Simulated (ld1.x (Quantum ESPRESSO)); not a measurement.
## Logarithmic derivatives: bromine (Br), TM

bromine (Br), norm-conserving Troullier–Martins (Kleinman–Bylander form), made with ld1.x (Quantum ESPRESSO) 7.5 (PBEsol, scalar-relativistic). Core [Ar] 3d10, reference 4s2 4p5. Waves: 4p (bound): rc 1.40 bohr; 4s (bound): rc 1.20 bohr. Local part: the s channel. Core correction: none.

The phase is arctan(r·u′/u) with u = r·R(r), unwrapped; energies in Ry, scanned from -3 to 5 Ry. A pole is an energy at which the radial function vanishes at the test radius. The pseudo phase is shifted by a multiple of π to meet the all-electron one at the reference energy, and phase errors are pseudo minus all-electron; the curves can meet again beyond the range given. Levels narrower than the energy grid can be missing from the lists of poles.

Problem. For each channel, where are the poles, and over which energies does the pseudopotential scatter like the atom?

Solution.

```json
{"channel": "s", "radius (bohr)": "1.55", "reference energy (Ry)": "-1.48", "poles, all-electron": "4.36", "poles, pseudo": "3.69", "unbroken range about the reference energy with phases within 0.05 rad": "the whole range", "phase error 1 Ry above the reference energy (rad)": "-0.004"}
{"channel": "p", "radius (bohr)": "1.55", "reference energy (Ry)": "-0.58", "poles, all-electron": "none", "poles, pseudo": "none", "unbroken range about the reference energy with phases within 0.05 rad": "the whole range", "phase error 1 Ry above the reference energy (rad)": "+0.016"}
```

Note: ghost state, extra bound levels that the all-electron valence spectrum of the same l lacks: p at -248.3 eV. A true bound ghost makes a file unfit for plane-wave use.

Phases in the p channel:

| E (Ry) | all-electron | pseudo |
| --- | --- | --- |
| -3.00 | 1.061 | 1.073 |
| -2.76 | 1.029 | 1.041 |
| -2.52 | 0.993 | 1.004 |
| -2.28 | 0.950 | 0.960 |
| -2.04 | 0.900 | 0.909 |
| -1.80 | 0.840 | 0.848 |
| -1.56 | 0.768 | 0.774 |
| -1.32 | 0.681 | 0.685 |
| -1.08 | 0.574 | 0.577 |
| -0.84 | 0.445 | 0.445 |
| -0.60 | 0.289 | 0.289 |
| -0.36 | 0.110 | 0.110 |
| -0.12 | -0.087 | -0.084 |
| 0.12 | -0.288 | -0.280 |
| 0.36 | -0.477 | -0.463 |
| 0.60 | -0.645 | -0.625 |
| 0.84 | -0.787 | -0.762 |
| 1.08 | -0.904 | -0.876 |
| 1.32 | -1.000 | -0.970 |
| 1.56 | -1.079 | -1.047 |
| 1.80 | -1.145 | -1.111 |
| 2.04 | -1.200 | -1.165 |
| 2.28 | -1.246 | -1.210 |
| 2.52 | -1.286 | -1.249 |
| 2.76 | -1.321 | -1.282 |
| 3.00 | -1.350 | -1.311 |
| 3.24 | -1.377 | -1.337 |
| 3.48 | -1.400 | -1.359 |
| 3.72 | -1.421 | -1.379 |
| 3.96 | -1.440 | -1.397 |
| 4.20 | -1.457 | -1.414 |
| 4.44 | -1.473 | -1.429 |
| 4.68 | -1.488 | -1.442 |
| 4.92 | -1.501 | -1.454 |
